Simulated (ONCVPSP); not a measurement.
## Before and after: ONCV potential for Ne (Z = 10)

```json
{
 "Element": "Ne (Z = 10)",
 "Generator": "ONCVPSP 4.0.1",
 "Type": "optimised norm-conserving Vanderbilt (ONCV)",
 "Functional": "LDA (Perdew-Wang 92)",
 "Relativity": "scalar-relativistic",
 "Frozen core": "[He]",
 "Valence charge": "8",
 "Reference configuration": "2s2 2p6",
 "Partial waves": "2s: rc 0.55 bohr, ncon 4, nbas 7, qcut 9.6 1/bohr, 2 projectors, debl 3 Ha; 2p: rc 1.25 bohr, ncon 4, nbas 8, qcut 9.8 1/bohr, 1 projector; d scattering state at 0.1 Ha: rc 1.30 bohr, ncon 5, nbas 10, qcut 8.7 1/bohr, 2 projectors, debl 0.7 Ha",
 "Local potential": "polynomial inside 0.45 bohr (lpopt 5, dvloc0 0 Ha)",
 "Core correction": "Teter function, fcfact 2.5, rcfact 1"
}
```

Change: s: qcut 12.8; p: qcut 13; d: qcut 11.6.

Cutoffs: the cutoffs (Ha) at which the residual kinetic energy of the hardest occupied pseudo-wave falls to 1 and 0.1 mHa per electron; they do not see the model core or the augmentation charge, which bear on the density cutoff. Errors are all-electron minus pseudo energies relative to the spin-unpolarised reference configuration.

What does the change do?

The potential gets softer (144 Ha and 323 Ha → 71 Ha and 127 Ha); of the 4 tests that both files solve, the error grows in 0 and shrinks in 4 by more than 15 % and 0.3 meV (median size 127.1 → 65.0 meV); neither file shows a bound ghost.

```tsv
quantity	base	changed
cutoff, loose	144 Ha	71 Ha
cutoff, tight	323 Ha	127 Ha
loose cutoff by channel	s 144 Ha, p 40 Ha	s 71 Ha, p 53 Ha
bound ghosts	none	none
GHOST(+) flags under 300 eV	d at 238.0 eV	none
error for 2s2 2p5, meV [ΔE 22.66 eV]	+18	+8.0
error for 2s2 2p4, meV [ΔE 66.07 eV]	+193	+104
error for 2s2 2p3, meV [ΔE 133.60 eV]	+846	+487
error for 2s1 2p6, meV [ΔE 45.57 eV]	-61	-26
s: phases at 0.56 bohr within 0.05 rad from the reference energy up to (Ha; the scan ends near 5)	to the end of the scan	to the end of the scan
p: phases at 1.27 bohr within 0.05 rad from the reference energy up to (Ha; the scan ends near 5)	2.1	2.4
d: phases at 1.32 bohr within 0.05 rad from the reference energy up to (Ha; the scan ends near 5)	to the end of the scan	to the end of the scan
rms error of d²Exc/dni dnj with the model core, mHa	2.20	2.34
```
